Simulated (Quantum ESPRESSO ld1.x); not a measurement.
The numbers below are computed, except where a source is named.
Orbital energies (hartree) of neutral neodymium, [Xe] 4f4 6s2: non-relativistic, with first-order perturbation theory as ld1.x prints it (mass-velocity, Darwin and spin-orbit terms), and from the self-consistent Dirac equation with open shells shared by 2j + 1. Spin-unpolarised spherical Kohn-Sham, PBE, point nucleus, ld1.x of Quantum ESPRESSO 7.5.

| orbital | non-rel. | first order | Dirac |
|---|---|---|---|
| 1s1/2 | -1511.11 | -1595.58 | -1593.57 |
| 2s1/2 | -236.790 | -258.591 | -257.632 |
| 2p1/2 | -224.423 | -245.392 | -243.720 |
| 2p3/2 | -224.423 | -228.484 | -224.607 |
| 3s1/2 | -51.2105 | -56.4073 | -55.8945 |
| 3p1/2 | -45.8105 | -50.6087 | -49.9571 |
| 3p3/2 | -45.8105 | -47.2643 | -46.1415 |
| 3d3/2 | -35.7545 | -36.9523 | -35.8096 |
| 3d5/2 | -35.7545 | -36.1305 | -34.9849 |
| 4s1/2 | -10.0324 | -11.2823 | -11.1157 |
| 4p1/2 | -7.9862 | -9.0623 | -8.8754 |
| 4p3/2 | -7.9862 | -8.3427 | -8.0482 |
| 4d3/2 | -4.3804 | -4.6216 | -4.3686 |
| 4d5/2 | -4.3804 | -4.4761 | -4.2225 |
| 4f5/2 | -0.1716 | -0.1987 | -0.0727 |
| 4f7/2 | -0.1716 | -0.1820 | -0.0579 |
| 5s1/2 | -1.3322 | -1.5383 | -1.4849 |
| 5p1/2 | -0.7957 | -0.9399 | -0.8891 |
| 5p3/2 | -0.7957 | -0.8445 | -0.7782 |
| 6s1/2 | -0.1217 | -0.1396 | -0.1287 |

First order keeps the non-relativistic potential frozen, so it lacks the indirect effect: the contracted s and p shells screen the nucleus better and push d and f levels up in the self-consistent Dirac solution.
